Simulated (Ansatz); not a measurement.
Relaxation of Cl2FGe2H6P (12 atoms, charge 0, multiplicity 1), to a largest force component of 0.03 eV/Å in at most 50 steps.

All numbers below come from Ansatz 0.2.0, RKS PBE/def2-SVP.

```xyz
12
Properties=species:S:1:pos:R:3
Ge -0.811 0.047 -0.305
F -0.347 -1.230 2.240
Cl 1.247 0.663 0.135
Cl -1.326 1.183 -2.128
Ge -0.902 -2.310 -0.958
H -0.888 -3.220 0.293
H -2.229 -2.500 -1.737
H 0.301 -2.625 -1.878
P -2.171 0.827 1.370
H -3.110 1.438 0.475
H -2.905 -0.407 1.445
H -0.395 -0.469 2.800
```

**Question.** Where does it end, and by what steps?

**Answer.** The forces met the threshold. After 21 steps the energy has fallen by 0.237 eV; H12 moved furthest, 1.00 Å.

```json
{"step": "0", "energy less start (eV)": "0.0000", "largest force component (eV/Å)": "0.619", "accepted": "yes"}
{"step": "1", "energy less start (eV)": "0.0274", "largest force component (eV/Å)": "2.390", "accepted": "no"}
{"step": "2", "energy less start (eV)": "-0.0379", "largest force component (eV/Å)": "0.863", "accepted": "yes"}
{"step": "3", "energy less start (eV)": "-0.0607", "largest force component (eV/Å)": "0.538", "accepted": "yes"}
{"step": "4", "energy less start (eV)": "-0.0728", "largest force component (eV/Å)": "0.275", "accepted": "yes"}
{"step": "5", "energy less start (eV)": "-0.0644", "largest force component (eV/Å)": "1.491", "accepted": "no"}
{"step": "6", "energy less start (eV)": "-0.0883", "largest force component (eV/Å)": "0.212", "accepted": "yes"}
{"step": "7", "energy less start (eV)": "-0.0982", "largest force component (eV/Å)": "0.558", "accepted": "yes"}
{"step": "8", "energy less start (eV)": "-0.1126", "largest force component (eV/Å)": "0.286", "accepted": "yes"}
{"step": "9", "energy less start (eV)": "-0.1328", "largest force component (eV/Å)": "1.126", "accepted": "yes"}
{"step": "10", "energy less start (eV)": "-0.1696", "largest force component (eV/Å)": "1.035", "accepted": "yes"}
{"step": "11", "energy less start (eV)": "-0.2052", "largest force component (eV/Å)": "0.356", "accepted": "yes"}
{"step": "12", "energy less start (eV)": "-0.1994", "largest force component (eV/Å)": "0.648", "accepted": "no"}
{"step": "13", "energy less start (eV)": "-0.2293", "largest force component (eV/Å)": "0.123", "accepted": "yes"}
{"step": "14", "energy less start (eV)": "-0.2299", "largest force component (eV/Å)": "0.052", "accepted": "yes"}
{"step": "15", "energy less start (eV)": "-0.2301", "largest force component (eV/Å)": "0.042", "accepted": "yes"}
{"step": "16", "energy less start (eV)": "-0.2318", "largest force component (eV/Å)": "0.128", "accepted": "yes"}
{"step": "17", "energy less start (eV)": "-0.2335", "largest force component (eV/Å)": "0.072", "accepted": "yes"}
{"step": "18", "energy less start (eV)": "-0.2353", "largest force component (eV/Å)": "0.032", "accepted": "yes"}
{"step": "19", "energy less start (eV)": "-0.2361", "largest force component (eV/Å)": "0.073", "accepted": "yes"}
{"step": "20", "energy less start (eV)": "-0.2364", "largest force component (eV/Å)": "0.053", "accepted": "yes"}
{"step": "21", "energy less start (eV)": "-0.2366", "largest force component (eV/Å)": "0.018", "accepted": "yes"}
```

```xyz
12
Properties=species:S:1:pos:R:3
Ge -0.956 0.042 -0.241
F -0.476 -1.182 2.383
Cl 1.119 0.464 0.521
Cl -1.087 1.249 -2.072
Ge -0.909 -2.315 -0.918
H -0.757 -3.207 0.334
H -2.231 -2.631 -1.662
H 0.295 -2.483 -1.876
P -2.406 0.973 1.355
H -3.298 1.442 0.322
H -3.112 -0.273 1.506
H 0.284 -0.681 2.099
```

Whether the end is a true minimum wasn't checked by a vibrational analysis.

The run took 49 s on 4 threads of Arm Neoverse V2 (shared host), peak memory 0.29 GiB.
